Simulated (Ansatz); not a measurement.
Basis-set extrapolation for AlH7O3Si2 (`[OH][Al]([O][SiH3])[O][SiH3]`) (PBE0-D4/def2-TZVP geometry, frozen core, Ansatz). Multiplicity 1, RHF reference.

```json
{"": "HF", "def2-TZVPP": "-1048.872628", "def2-QZVPP": "-1048.911013"}
{"": "MP2 correlation", "def2-TZVPP": "-1.029112", "def2-QZVPP": "-1.112022"}
{"": "CCSD(T) correlation", "def2-TZVPP": "-1.109926", "def2-QZVPP": "not run"}
```

Energies in hartree. Use E(X) = E(∞) + A·exp(−7.88·√X) for Hartree–Fock and E(X) = E(∞) + B·X^(−2.97) for correlation, with X = 3 and 4, and add CCSD(T) minus MP2 of the smaller set to the MP2 limit.

Problem. What is the CCSD(T) energy at the basis-set limit?

Solution. HF limit: -1048.911013 + (-0.038385) × 0.13774 = -1048.91630. MP2 limit: -1.112022 + (-0.082910) × 0.74074 = -1.17344. Higher-order term: -1.109926 − (-1.029112) = -0.08081. Total: -1050.17055 hartree, 5.12 eV below CCSD(T)/def2-TZVPP.
